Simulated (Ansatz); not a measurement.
The same path of F₄HOZr (7 atoms, charge 0, multiplicity 2) was run twice with different band settings.

Computed with UKS PBE0/def2-SVP (Ansatz).

Relaxed end points:

```xyz
7
Properties=species:S:1:pos:R:3
Zr -0.216 -0.207 0.503
F -1.232 -1.337 1.677
F 1.674 -0.334 0.756
F -0.861 1.561 0.228
F -0.482 -1.048 -1.181
O 0.015 0.571 2.791
H 0.589 -0.007 3.336
```

```xyz
7
Properties=species:S:1:pos:R:3
Zr -0.129 -0.256 0.496
F -1.038 -1.416 1.723
F 1.769 -0.420 0.542
F -0.852 1.508 0.436
F -0.594 -0.981 -1.197
O 0.412 0.643 2.720
H -0.082 0.120 3.389
```

Common settings: movable images 5; climbing image yes; spring 5.0 eV/Å²; optimiser quadratic models (default); force threshold 0.03 eV/Å; end points relaxed.

| run | start path | iteration limit |
| --- | --- | --- |
| 1 | through a guess of the saddle point | 44 |
| 2 | straight line | 55 |

(1) What does each run give, and how far can it be trusted?

Answers

(1) Run 1: converged after 32 iterations, highest image 0.008 eV above the first end. The top lies less than 8 meV above the higher end, about what the thresholds resolve: that end is a shoulder or a very shallow well. A vibrational analysis at the climbing image gives one clearly imaginary mode, 55i cm⁻¹: a first-order saddle point.
Run 2: converged after 6 iterations, highest image 0.008 eV above the first end. The top lies less than 8 meV above the higher end, about what the thresholds resolve: that end is a shoulder or a very shallow well. Another band between the same ends (5 images) ends at a top of the same energy, where a vibrational analysis finds 1 clearly imaginary mode.
